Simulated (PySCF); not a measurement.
Job file and geometry (Å, from GFN2-xTB) of an NMR shielding run on SMILES FC(F)[C@@H]1O[Si@@H](F)O[SiH2]1, C2H5F3O2Si2, GIAO PBE0/pcSseg-1 NMR shielding, non-relativistic, gas phase in PySCF; density fitting, a coarse starting grid and PySCF grid level 2 are the driver's defaults:

```
$ OMP_NUM_THREADS=1 python probes_run.py task.json out

{"job": {"kind": "nmr", "xc": "PBE0", "basis": "pcSseg-1"}, "charge": 0, "multiplicity": 1}
F     -2.717257    -0.513348     0.629577
C     -1.449389    -0.816367     0.998910
F     -1.165521    -0.009748     2.054324
C     -0.490586    -0.559416    -0.149548
O      0.767647    -1.106208     0.195985
Si     1.957561    -0.062936     0.549070
F      3.208062    -0.430776    -0.366485
O      1.326414     1.353908     0.038322
Si    -0.219014     1.337090    -0.479335
H     -1.430812    -1.853886     1.365110
H     -0.868769    -1.118822    -1.010978
H      2.330296     0.017319     1.932530
H     -0.245631     1.594677    -1.911399
H     -1.003679     2.168040     0.411776
```

**Question.** What does the program print?

**Answer.** 
```
coarse grid: 13952 points
cycle   1  E = -1107.1865574490  dE =  1.494e+00  |g| = 1.206e+00  |ddm| = 3.552e+00
cycle   2  E = -1106.8647312563  dE =  3.218e-01  |g| = 1.831e+00  |ddm| = 1.972e+00
cycle   3  E = -1107.4252411828  dE = -5.605e-01  |g| = 1.039e-01  |ddm| = 1.330e+00
cycle   4  E = -1107.4265526310  dE = -1.311e-03  |g| = 7.031e-02  |ddm| = 1.266e-01
cycle   5  E = -1107.4273794694  dE = -8.268e-04  |g| = 1.297e-02  |ddm| = 4.958e-02
cycle   6  E = -1107.4274042859  dE = -2.482e-05  |g| = 4.257e-03  |ddm| = 1.113e-02
cycle   7  E = -1107.4274074771  dE = -3.191e-06  |g| = 9.557e-04  |ddm| = 3.137e-03
final grid: 130360 points
cycle   8  E = -1107.5188498439  dE = -3.231e-05  |g| = 1.204e-02  |ddm| = 1.997e-02
cycle   9  E = -1107.5188172758  dE =  3.257e-05  |g| = 1.832e-02  |ddm| = 1.787e-02
cycle  10  E = -1107.5188745100  dE = -5.723e-05  |g| = 6.508e-04  |ddm| = 1.110e-02
cycle  11  E = -1107.5188745754  dE = -6.535e-08  |g| = 3.383e-04  |ddm| = 7.819e-04
cycle  12  E = -1107.5188745960  dE = -2.061e-08  |g| = 7.652e-05  |ddm| = 2.768e-04
cycle  13  E = -1107.5188745967  dE = -7.431e-10  |g| = 2.075e-05  |ddm| = 5.366e-05
converged SCF energy = -1107.5188745967

GIAO shielding tensors (ppm)
atom      isotropic    diamagn.    paramagn.     s11        s22        s33       span
  0 F      318.024     471.792    -153.768    223.466    334.886    395.721    172.255
  1 C       63.521     240.696    -177.175     49.093     66.734     74.736     25.643
  2 F      312.117     475.608    -163.491    227.074    342.308    366.969    139.895
  3 C      115.379     251.776    -136.397     90.786    102.492    152.860     62.074
  4 O      277.402     397.272    -119.871    225.003    297.319    309.883     84.880
  5 Si     391.253     880.967    -489.714    370.349    392.865    410.544     40.195
  6 F      311.448     466.951    -155.503    259.185    276.985    398.174    138.989
  7 O      270.442     398.705    -128.263    205.995    279.377    325.954    119.959
  8 Si     372.343     880.515    -508.172    333.402    360.757    422.871     89.470
  9 H       25.253      27.785      -2.532     23.003     23.877     28.879      5.876
 10 H       27.468      31.473      -4.005     23.149     27.228     32.027      8.878
 11 H       27.182      29.429      -2.248     23.083     24.421     34.041     10.958
 12 H       26.590      29.530      -2.941     22.806     24.204     32.759      9.953
 13 H       26.435      29.474      -3.039     23.128     25.039     31.139      8.010
```

**Question.** Turn these shieldings into chemical shifts. Shifts are taken against calculated references (same method and geometry level): CFCl3 for 19F (σref 170.95); TMS for 13C (σref 186.93), 29Si (σref 349.16), 1H (σref 31.72); 17O (σref 336.08) against H2O.

**Answer.** Averaging equivalent atoms: F 6: -140.5; F 2: -141.2; F 0: -147.1; C 1: 123.4; C 3: 71.5; O 7: 65.6; O 4: 58.7; Si 8: -23.2; Si 5: -42.1; H 9: 6.46; H 13: 5.28; H 12: 5.13; H 11: 4.54; H 10: 4.25 ppm. Unscaled 19F shifts against computed CFCl3 carry errors that often reach 10 to 50 ppm. Experimental scales use liquid or dissolved standards, which lie at an offset from isolated H2O (liquid H2O: subtract about 36 ppm).

Size and cost of the density-fitted run: 192 basis functions, 56 s wall time on 1 thread of an Arm Neoverse N1, shared host; peak memory 0.84 GiB.
